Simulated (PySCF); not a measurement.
Species: C6H6F3O (doublet state).
Atom-mapped SMILES: `[F:1][C:2]([F:3])([F:4])[CH2:5][C@@H:6]1[CH:7][CH:8]=[CH:9][O:10]1` (hydrogens: H11, H12 on C5; H13 on C6; H14 on C7; H15 on C8; H16 on C9)

Geometry (GFN2-xTB, Å), atoms numbered from 1 in this order:
```xyz
16
C6H6F3O angstrom
F     -3.2732    0.8617   -0.0605
C     -2.2427    0.0090    0.0566
F     -2.1604   -0.3057    1.3568
F     -2.6054   -1.1141   -0.5821
C     -0.9654    0.6014   -0.4945
C      0.2177   -0.3995   -0.4292
C      0.8327   -0.5410    0.9263
C      2.1383   -0.1141    0.8278
C      2.3704    0.2545   -0.4797
O      1.2676    0.0878   -1.2572
H     -1.1412    0.8729   -1.5371
H     -0.7273    1.5006    0.0759
H     -0.1311   -1.3576   -0.8497
H      0.3062   -0.9031    1.7828
H      2.8595   -0.0736    1.6194
H      3.2468    0.6299   -0.9671
```

The hyperfine couplings belong to this conformer and change with its torsions.

Computed, not measured: PySCF 2.14.0, UKS B3LYP, pcH-1 on C F H O, non-relativistic, mean-field spin-orbit, GIAO. The structure is a single GFN2-xTB conformer in the gas phase; no vibrational or solvent corrections. A GFN2-xTB geometry isn't a minimum of the functional, and hyperfine couplings can be far from their values at a DFT geometry. No stability test was run, so a lower SCF solution isn't excluded.

**Question.** The isotropic 13C couplings are +68.4, +51.9, +48.0, -40.5, -28.5, -1.1 MHz. Assign them to C2; C5; C6; C7; C8; C9.

**Answer.** 
```
site  a_iso (MHz)  ρ(0) (bohr⁻³)                 position  distance from C7 (Å)  spin population  largest |T| (MHz)
  C2         -1.1        -0.0009          3 bonds from C7                  3.24             0.00                0.5
  C5        +68.4        +0.0608          2 bonds from C7                  2.56            +0.04                9.3
  C6        -28.5        -0.0254           1 bond from C7                  1.50            -0.06                1.3
  C7        +51.9        +0.0462  largest spin population                  0.00            +0.60               95.0
  C8        -40.5        -0.0360           1 bond from C7                  1.38            -0.21               23.4
  C9        +48.0        +0.0427         a main spin site                  2.23            +0.53               91.9
```

ρ(0) is the spin density at the nucleus and T the dipolar tensor; entries for several nuclei are means. The Mulliken spin populations are largest on C7 (+0.60), C9 (+0.53), C8 (-0.21) and O10 (+0.09). The positive populations add up to 1.32 and the negative ones to -0.32, together 2S = 1. The angles at C7 add up to 360.0°, so it is planar. Main spin sites, with 60 % or more of the largest population: C7, C9; positions count bonds from the nearest.

Means are taken over nuclei equivalent by connectivity, which assumes that they swap fast. The three 19F nuclei of mean +8.7 MHz run from 3.1 to 18.6 MHz in the frozen geometry.

C7, the radical centre as drawn in `FC(F)(F)C[C@@H]1[CH]C=CO1`, holds a spin population of +0.60 out of 1.
